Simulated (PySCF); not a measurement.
## Zn (zinc, neutral) across methods

[Ar] 3d10 4s1 4p1, high-spin 3P determinant (an excited configuration). Computed with PySCF 2.14 in aug-cc-pVDZ-PP with ECP10MDF, with a scalar-relativistic core potential.

```json
{"method": "LC-wPBE", "E (hartree)": "-226.9916", "mean ε 3d β (eV)": "-17.360", "mean ε 4s α (eV)": "-11.469", "mean ε 4p α (eV)": "-5.551", "Σ⟨r²⟩ (bohr²)": "38.75", "⟨S²⟩": "2.002"}
{"method": "BHandHLYP", "E (hartree)": "-226.7855", "mean ε 3d β (eV)": "-17.741", "mean ε 4s α (eV)": "-9.535", "mean ε 4p α (eV)": "-3.875", "Σ⟨r²⟩ (bohr²)": "39.78", "⟨S²⟩": "2.001"}
{"method": "r2SCAN", "E (hartree)": "-226.8449", "mean ε 3d β (eV)": "-12.265", "mean ε 4s α (eV)": "-8.147", "mean ε 4p α (eV)": "-2.810", "Σ⟨r²⟩ (bohr²)": "39.07", "⟨S²⟩": "2.003"}
{"method": "UHF", "E (hartree)": "-225.85174", "mean ε 3d β (eV)": "-22.632", "mean ε 4s α (eV)": "-10.995", "mean ε 4p α (eV)": "-5.289", "Σ⟨r²⟩ (bohr²)": "40.15", "⟨S²⟩": "2.002"}
{"method": "PBE", "E (hartree)": "-226.9534", "mean ε 3d β (eV)": "-12.200", "mean ε 4s α (eV)": "-7.864", "mean ε 4p α (eV)": "-2.625", "Σ⟨r²⟩ (bohr²)": "40.29", "⟨S²⟩": "2.002"}
{"method": "wB97M-V", "E (hartree)": "-226.7791", "mean ε 3d β (eV)": "-17.478", "mean ε 4s α (eV)": "-10.915", "mean ε 4p α (eV)": "-4.979", "Σ⟨r²⟩ (bohr²)": "39.97", "⟨S²⟩": "2.001"}
{"method": "PBE0", "E (hartree)": "-226.9037", "mean ε 3d β (eV)": "-14.966", "mean ε 4s α (eV)": "-8.762", "mean ε 4p α (eV)": "-3.358", "Σ⟨r²⟩ (bohr²)": "39.83", "⟨S²⟩": "2.002"}
{"method": "LDA", "E (hartree)": "-226.5552", "mean ε 3d β (eV)": "-12.472", "mean ε 4s α (eV)": "-8.104", "mean ε 4p α (eV)": "-2.640", "Σ⟨r²⟩ (bohr²)": "39.99", "⟨S²⟩": "2.002"}
{"method": "PBEsol", "E (hartree)": "-226.6849", "mean ε 3d β (eV)": "-12.183", "mean ε 4s α (eV)": "-7.908", "mean ε 4p α (eV)": "-2.603", "Σ⟨r²⟩ (bohr²)": "40.03", "⟨S²⟩": "2.002"}
```

Energies and moments cover only the electrons outside the core potential.
